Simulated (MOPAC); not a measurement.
Input for MOPAC: PM6 on LiSi+, 2S+1 = 3, a spin state set in the input, which need not be the lowest, a point of a bond scan (R = 2.764 Å). Charge +1.

```
PM6 1SCF PRECISE CHARGE=1 UHF MS=1 THREADS=1
LiSi

Li     0.00000000 1     0.00000000 1     0.00000000 1
Si     0.00000000 1     0.00000000 1     2.76436600 1
```

It printed:

```
*******************************************************************************
 **                                                                           **
 **                              MOPAC v23.2.5                                **
 **                                                                           **
 *******************************************************************************
 ** MOPAC's Digital Object Identifier: https://doi.org/10.5281/zenodo.6511958 **
 **                                                                           **
 ** Please cite the open-source release paper for use of this MOPAC version:  **
 ** J. E. Moussa and J. J. P. Stewart (2026)                                  **
 ** MOPAC: An open-source semiempirical molecular orbital program             **
 ** J. Open Source Softw., 11(119), 8025, https://doi.org/10.21105/joss.08025 **
 *******************************************************************************

                              PM6 CALCULATION RESULTS

 *******************************************************************************
 *  PM6        - The PM6 Hamiltonian to be used
 *  UHF        - UNRESTRICTED HARTREE-FOCK CALCULATION
 *
 *
 *
 *                 CHARGE ON SYSTEM = +1
 *
 *
 *
 *  MS=        - IN MECI, MAGNETIC COMPONENT OF SPIN =  1.0
 *  PRECISE    - TIGHTER CRITERIA TO BE USED
 *  1SCF       - DO 1 SCF AND THEN STOP
 *  THREADS=1  - MULTI-THREADING NOT USED
 *  T=         - A TIME OF 172800.0 SECONDS REQUESTED
 *  DUMP=N     - RESTART FILE WRITTEN EVERY 7200.0 SECONDS REQUESTED
 *******************************************************************************
PM6 1SCF PRECISE CHARGE=1 UHF MS=1 THREADS=1
 LiSi

   ATOM   CHEMICAL          X               Y               Z
  NUMBER   SYMBOL      (ANGSTROMS)     (ANGSTROMS)     (ANGSTROMS)

     1      Li          0.00000000  *   0.00000000  *   0.00000000  *
     2      Si          0.00000000  *   0.00000000  *   2.76436600  *



          CARTESIAN COORDINATES

    NO.       ATOM           X           Y           Z

     1        Li          0.0000      0.0000      0.0000
     2        Si          0.0000      0.0000      2.7644

 General Reference for PM6:
 "Optimization of Parameters for Semiempirical Methods V: Modification of NDDO Approximations
 and Application to 70 Elements", J. J. P. Stewart, J. Mol. Mod., 13, 1173-1213 (2007)
 URL: https://link.springer.com/article/10.1007/s00894-007-0233-4

           Empirical Formula: Li Si  =     2 atoms



      MOLECULAR POINT GROUP   :   C*v


          UHF CALCULATION, NO. OF ALPHA ELECTRONS =    3
                           NO. OF BETA  ELECTRONS =    1

 -------------------------------------------------------------------------------
 PM6 1SCF PRECISE CHARGE=1 UHF MS=1 THREADS=1
 LiSi



     1SCF WAS SPECIFIED, SO BFGS WAS NOT USED
     SCF FIELD WAS ACHIEVED


                              PM6 CALCULATION
                                                       MOPAC v23.2.5 Linux




          FINAL HEAT OF FORMATION =        249.58431 KCAL/MOL =    1044.26076 KJ/MOL


          COSMO AREA              =        105.63 SQUARE ANGSTROMS
          COSMO VOLUME            =         93.88 CUBIC ANGSTROMS

          IONIZATION POTENTIAL    =         11.220488 EV
          ALPHA SOMO LUMO (EV)    =        -11.220 -6.618
          BETA  SOMO LUMO (EV)    =        -16.459 -6.371
          NO. OF ALPHA ELECTRONS  =          3
          NO. OF BETA  ELECTRONS  =          1
          MOLECULAR WEIGHT        =         35.0255         POINT GROUP:  C*v

          MOLECULAR DIMENSIONS (Angstroms)

            Atom       Atom       Distance
           Si     2   Li     1     2.76437
           Si     2   Li     1     0.00000
           Li     1   Si     2     0.00000


          SCF CALCULATIONS        =          1





   ATOM   CHEMICAL          X               Y               Z
  NUMBER   SYMBOL      (ANGSTROMS)     (ANGSTROMS)     (ANGSTROMS)

     1      Li          0.00000000  *   0.00000000  *   0.00000000  *
     2      Si          0.00000000  *   0.00000000  *   2.76436600  *

                             CARTESIAN COORDINATES

   1   Li        0.000000000     0.000000000     0.000000000
   2   Si        0.000000000     0.000000000     2.764366000


           Empirical Formula: Li Si  =     2 atoms



      MOLECULAR POINT GROUP   :   C*v


          ALPHA EIGENVALUES
 -19.09864 -11.89052 -11.22049  -6.61772  -3.65629  -2.17978  -2.13435  -2.11830
  -2.06758  -2.06644  -0.95913  -0.95458  -0.90274


           BETA EIGENVALUES
 -16.45880  -6.37054  -6.17879  -5.76257  -3.32644  -1.82887  -1.81263  -1.67239
  -1.50789  -1.48198  -0.87576  -0.86958  -0.79563


              NET ATOMIC CHARGES AND DIPOLE CONTRIBUTIONS

  ATOM NO.   TYPE          CHARGE      No. of ELECS.   s-Pop       p-Pop       d-Pop
    1         Li           0.911834        0.0882     0.08345     0.00472
    2         Si           0.088166        3.9118     1.95030     1.92921     0.03232
 DIPOLE           X         Y         Z       TOTAL
 POINT-CHG.     0.000     0.000    -9.476     9.476
 HYBRID         0.000     0.000     1.663     1.663
 SUM            0.000     0.000    -7.813     7.813


          ATOMIC ORBITAL ELECTRON POPULATIONS

     Atom    s        px        py        pz      x^2-y^2     xz        z^2       yz        xy
    1 Li   0.08345   0.00022   0.00000   0.00450
    2 Si   1.95030   0.98613   0.00000   0.94308   0.00009   0.01365   0.01859   0.00000   0.00000


                    (SZ)    =    1.000000
                    (S**2)  =    2.000211


          ATOMIC ORBITAL SPIN POPULATIONS

    Atom   Total    s     px     py     pz   x^2-y^2  xz     z^2    yz     xy
         Atomic
    1 Li  0.0520  0.048  0.000  0.000  0.004
    2 Si  1.9480  0.030  0.986  0.000  0.900  0.000  0.014  0.018  0.000  0.000

 **********************
 *                    *
 * JOB ENDED NORMALLY *
 *                    *
 **********************




 == MOPAC DONE ==
```

The run finished.

Cost: about 0.020 core-seconds (a rough figure).
